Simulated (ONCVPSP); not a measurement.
**Transferability test, ONCV potential for aluminium**

* Element: Al (Z = 13)
* Generator: ONCVPSP 4.0.1
* Type: optimised norm-conserving Vanderbilt (ONCV)
* Functional: PBE
* Relativity: non-relativistic
* Frozen core: [Ne]
* Valence charge: 3
* Reference configuration: 3s2 3p1
* Partial waves: 3s: rc 1.65 bohr, ncon 4, nbas 7, qcut 4.9 1/bohr, 2 projectors, debl 1.6 Ha; 3p: rc 2.30 bohr, ncon 4, nbas 8, qcut 4.1 1/bohr, 2 projectors, debl 2.6 Ha; d scattering state at 0.25 Ha: rc 1.95 bohr, ncon 3, nbas 7, qcut 4.9 1/bohr, 3 projectors, debl 0.5 Ha
* Local potential: polynomial inside 1.35 bohr (lpopt 5, dvloc0 6 Ha)
* Core correction: none

Energies are relative to the spin-unpolarised reference configuration 3s2 3p1; without spin polarisation the order of configurations can differ from experiment.

```tsv
valence configuration	charge	ΔE all-electron (eV)	error AE − PS (meV)
3s2 3p0	+1	5.771	-3.7
3s1 3p0	+2	24.963	+15
3s2 3p0.5	+0.5	2.090	-0.6
3s1 3p1	+1	11.543	+7.1
```

Levels in the configuration 3s2 3p0:

| level | all-electron (eV) | pseudo (eV) |
| --- | --- | --- |
| 3s | -14.785 | -14.793 |

Note: ghosts flagged at negative energy: s at -63.7 eV; GHOST(+) flags only above 600 eV. A true bound ghost makes a file unfit for plane-wave use.
